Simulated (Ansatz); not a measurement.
**Abstraction of H: C2H5ClSi + CH8NSi2 → C2H4ClSi + CH9NSi2**

Species: C2H5ClSi `C=C[SiH2]Cl`, singlet; CH8NSi2 `CN([SiH2])[SiH3]`, doublet; C2H4ClSi `C=C[SiH]Cl`, doublet; CH9NSi2 `CN([SiH3])[SiH3]`, singlet. A radical takes H: the energy is the difference in strength between two Si–H bonds in different surroundings.

Shapes, held fixed at every level: PBE0-D4/def2-TZVP. Flexible molecules stand in one conformer, not always the lowest. Programs: Ansatz 0.2.0. The zero-point and thermal change to 298 K, harmonic and unscaled (PBE0-D4/def2-TZVP), is +0.3 kJ/mol.

Task: Estimate ΔH(298 K) of this reaction.

Result: The highest level, CCSD(T)/CBS estimate, gives ΔH(298 K) = +4.5 kJ/mol; the levels span -3.7 to +4.5. They disagree on the sign: 4 of 7 are positive. The column of differences is taken from that level and isn't an error. No measured value is set beside it here. Spin contamination: C2H4ClSi (⟨S²⟩ up to 0.87). Open shells run unrestricted unless RO is named. The CBS estimate extrapolates MP2 from def2-TZVPP and def2-QZVPP and adds CCSD(T) − MP2 in the triple-zeta set, cores frozen.

| level | kind | ΔH(298 K) (kJ/mol) | less CCSD(T)/CBS estimate |
| --- | --- | --- | --- |
| HF/def2-SVP | Hartree–Fock | -3.7 | -8.2 |
| HF/def2-TZVPP | Hartree–Fock | -2.8 | -7.3 |
| r2SCAN0-D4/def2-TZVPP | global hybrid | -0.4 | -4.9 |
| wB97X-V/def2-TZVPP | range-separated hybrid | +3.1 | -1.4 |
| CCSD(T)/def2-SVP | coupled cluster or CI | +3.5 | -1.0 |
| CCSD/def2-TZVPP | coupled cluster or CI | +3.4 | -1.1 |
| CCSD(T)/CBS estimate | coupled cluster or CI | +4.5 | 0.0 |
